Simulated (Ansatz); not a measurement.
An input meant for the cluster Ag4H4 (charge 0, singlet).

```yaml
crystal:
  periodic: [false, false, false]
  atoms:
    - {symbol: Ag, position_ang: [-0.110950, -1.134206, -0.072947]}
    - {symbol: Ag, position_ang: [-1.136450, 0.095880, -0.009117]}
    - {symbol: Ag, position_ang: [1.136456, -0.095882, 0.010649]}
    - {symbol: Ag, position_ang: [0.095114, 1.134202, 0.085115]}
    - {symbol: H, position_ang: [0.974136, -1.150595, -0.061005]}
    - {symbol: H, position_ang: [1.344037, 1.133095, 0.091155]}
    - {symbol: H, position_ang: [-1.136466, 1.150742, 0.068053]}
    - {symbol: H, position_ang: [-1.344095, -0.971365, -0.088060]}
basis:
  gaussian: {orbitals: def2-SVPD, final_grid: {core_spheres: 8, valence_spheres: 7, degree: 23}}
hamiltonian: {xc: {name: HSE06}, dispersion: d4}
scf: {lower_state_search: off}
output: {forces: true}
```

```sh
$ ansatz run in.yaml --threads 4 --pin off --events-out ev --progress --plain --max-ram 3916MiB
```

It prints (some lines left out):

```
Functional definition: HSE06
1669 factors; integrals over basis functions are off by at most 6.8e-4 eV
136 factors; integrals over basis functions are off by at most 6.5e-7 eV
mean field evaluation 1: about -15926.8946 eV, gradient 7.8e1 eV
mean field evaluation 2: about -15832.5470 eV, gradient 2.6e2 eV
mean field evaluation 4: about -15937.6045 eV, gradient 6.2e0 eV
mean field evaluation 8: about -15938.1974 eV, gradient 1.1e0 eV
mean field evaluation 16: about -15938.1996 eV, gradient 2.8e-3 eV
mean field -15938.19955558 eV, -585.7180303678 hartree, gradient 9.9e-6 eV, S^2 0.000000; 0 other end points of the search recorded, 0 dependent functions left out
reference -15938.19959749 eV, -585.7180319082 hartree; 40, 40 occupied and 128, 128 virtual orbitals, 1669 factors
Total energy: -15938.73549414 eV, -585.7377257468 hartree
Atom 0 at    -0.110950    -1.134206    -0.072947 Å, force   -21.244047  -132.801362    -8.600136 eV/Å
Atom 1 at    -1.136450     0.095880    -0.009117 Å, force  -127.269024     9.546980    -1.896743 eV/Å
Atom 2 at     1.136456    -0.095882     0.010649 Å, force   131.053874     2.795308     1.458457 eV/Å
Atom 3 at     0.095114     1.134202     0.085115 Å, force    12.392797   130.365505     9.838651 eV/Å
Atom 4 at     0.974136    -1.150595    -0.061005 Å, force    25.679468   -32.671429    -1.809162 eV/Å
Atom 5 at     1.344037     1.133095     0.091155 Å, force    18.150421    15.955506     1.125622 eV/Å
Atom 6 at    -1.136466     1.150742     0.068053 Å, force   -16.369897    35.594066     2.388571 eV/Å
Atom 7 at    -1.344095    -0.971365    -0.088060 Å, force   -22.393591   -28.784574    -2.505261 eV/Å
Dipole moment:     0.034130     0.003563     0.001312 e Å
Checks for a lower state left out: stability, starts, cluster_reference, orbital_swaps, neighbouring_geometries, increment
```

In this input the geometry is squeezed to about two thirds of its size. The run converged. The result belongs to that input, not to the species as meant.

In the def2 sets Ag takes a core potential; there is no spin–orbit coupling. HSE06 is defined as in plane-wave codes, on full-range PBE exchange.
